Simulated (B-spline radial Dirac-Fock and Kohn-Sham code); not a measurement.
Z = 74 (tungsten), transition energy 20 keV. The computed values come from a B-spline atomic structure program: a Dirac-Hartree-Slater potential of the neutral atom with a Latter tail (no hole, which puts coefficients of high multipoles low close above an edge), finite nucleus with surface currents. The K shell is not open to conversion at this energy. Subshells that would emit electrons below 1 keV are left out.

**Question.** A pure transition shows α(L) = 3.07e+07, L1/L2 = 0.00786 and L1/L3 = 0.00570. What is its multipolarity?
A. E3
B. M1
C. E2
D. M4
E. M2
F. E4
G. E1
H. M3

**Answer.** F. For comparison, α(L), L1/L2, L1/L3 are E1 4.47, 0.797, 0.545; E2 6050, 0.0211, 0.0168; E3 773000, 0.0125, 0.00984; M1 72.8, 9.89, 75.7; M2 13800, 19.9, 1.68; M3 2.85e+06, 25.7, 0.116; M4 2.29e+08, 24.8, 0.0250.
